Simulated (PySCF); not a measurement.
Ligands exchanged one at a time, In F-Cl. All species are isolated molecules in the gas phase. Strings in code marks are SMILES.

The HOMO from two functionals at the same geometries (PBE0-D4/def2-TZVP), both in PySCF: PBE-D3(BJ)/def2-TZVP and PBE0-D4/def2-TZVP. 

```json
[
 {"species": "0 of 3 F replaced by Cl", "PBE-D3(BJ)/def2-TZVP (eV)": "-9.18", "PBE0-D4/def2-TZVP (eV)": "-11.14"},
 {"species": "1 of 3 F replaced by Cl (`[F][In]([F])[Cl]`)", "PBE-D3(BJ)/def2-TZVP (eV)": "-8.42", "PBE0-D4/def2-TZVP (eV)": "-9.90"},
 {"species": "2 of 3 F replaced by Cl", "PBE-D3(BJ)/def2-TZVP (eV)": "-8.20", "PBE0-D4/def2-TZVP (eV)": "-9.65"},
 {"species": "3 of 3 F replaced by Cl", "PBE-D3(BJ)/def2-TZVP (eV)": "-8.02", "PBE0-D4/def2-TZVP (eV)": "-9.46"}
]
```

Over these rows, drawn at random from the members with no instability flagged (it was tested for open shells, ions and some series alone), PBE minus PBE0-D4: mean +1.58 eV, from +1.44 eV to +1.96 eV.
